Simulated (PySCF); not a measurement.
C₂H₇S, charge +1, singlet, at a GFN2-xTB geometry. Base run: CCSD(T)/6-31G run with PySCF.

Here is a job for PySCF.
```python
from pyscf import gto, scf, cc

mol = gto.M(
    atom='''
C    -1.39687184    0.83554816   -0.41512115
C    -0.64617244   -0.47232902   -0.36364883
S     1.03921045   -0.29895051    0.37330792
H    -1.56034075    1.25061175    0.57694656
H    -0.88922469    1.57243792   -1.03357573
H    -2.37373727    0.65209273   -0.85884729
H    -1.15365990   -1.21533529    0.25229539
H    -0.48347414   -0.89395523   -1.35599440
H     1.41579051    0.79650901   -0.32877442
H     0.67554476    0.44153247    1.44764304
''',
    basis='6-31g',
    charge=1,
    verbose=5,
)

mf = scf.RHF(mol)
mf.kernel()

mycc = cc.CCSD(mf)
mycc.kernel()
et = mycc.ccsd_t()
print('E(CCSD(T)) = %.10f' % (mycc.e_tot + et))
mf.analyze()
```

Variants of this job, named by their change:

```csv
change,ΔE vs base (mEh),MP2 correlation (Eh),CC correlation without the perturbative part (Eh),basis functions
base,0.000,-0.24869,-0.29068,45
method = cisd,…,-,-,45
cc.direct = True,0.000,-0.24869,-0.29068,45
cc.diis_space = 3,0.000,-0.24869,-0.29068,45
cart = on,0.000,-0.24869,-0.29068,45
cc.conv_tol = 1e-9,0.000,-0.24869,-0.29068,45
cc.diis_space = 10,0.000,-0.24869,-0.29068,45
method = mp2,…,-0.24869,-,45
method = ccsd,…,-0.24869,-0.29068,45
cc.conv_tol = 1e-5,0.000,-0.24869,-0.29068,45
```

Some entries are withheld; supply them.


- method = cisd, ΔE vs base (mEh): 34.846
- method = mp2, ΔE vs base (mEh): 47.689
- method = ccsd, ΔE vs base (mEh): 5.702
